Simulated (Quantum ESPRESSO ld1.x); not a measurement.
The numbers below are computed, except where a source is named.
Q: Orbital eigenvalues (eV) of the fluorine ion F+, [He] 2s2 2p4, of relativity; Dirac values are averaged over j with weights 2j + 1. Spin-unpolarised spherical Kohn-Sham, revPBE, point nucleus, ld1.x of Quantum ESPRESSO 7.5. A level marked "c x" has the speed of light scaled by that factor and shares open shells by 2j + 1; other Dirac levels either fill j = l - 1/2 first or share by 2j + 1.

shell  non-rel.
1s      -683.70
2s      -47.352
2p      -28.256

Give the values at the level "Dirac, c x 10".

A: 
shell  Dirac, c x 10  change of magnitude (%)
1s           -683.71                    0.00
2s           -47.353                    0.00
2p           -28.256                    0.00
